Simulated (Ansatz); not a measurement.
CHClGeO, SMILES `O=[CH][Ge][Cl]` (lower singlet; O–C–Ge–Cl torsion 101°) (charge 0, multiplicity 1). This singlet lies 1.13 eV below the relaxed triplet at the level frozen-core CCSD(T)/cc-pVTZ // B3LYP-D3(BJ)/def2-TZVP (Ansatz, a program for electronic structure).

Cartesian coordinates (Å):
```xyz
5

O     -1.1357    -0.9078    -0.2201
C     -0.7434     0.2316    -0.0322
Ge     0.7708    -0.3083     1.2046
Cl     2.3124    -0.1022    -0.3874
H     -1.2041     1.0867    -0.5649
```
Charge 0, multiplicity 1.

### Question
Give the natural occupations of the active orbitals, the CASSCF energy and the corrected energy for Ansatz with frozen-core fic-MRCISD+Q@CASSCF(6e,6o)/cc-pVTZ // B3LYP-D3(BJ)/def2-TZVP.

### Answer

| Property | Result |
|---|---|
| natural occupations | 1.98, 1.98, 1.95, 0.05, 0.02, 0.02 |
| CASSCF energy | -2648.3904 Ha |
| corrected energy | -2649.0478 Ha |
| weight of the reference | 0.863 |
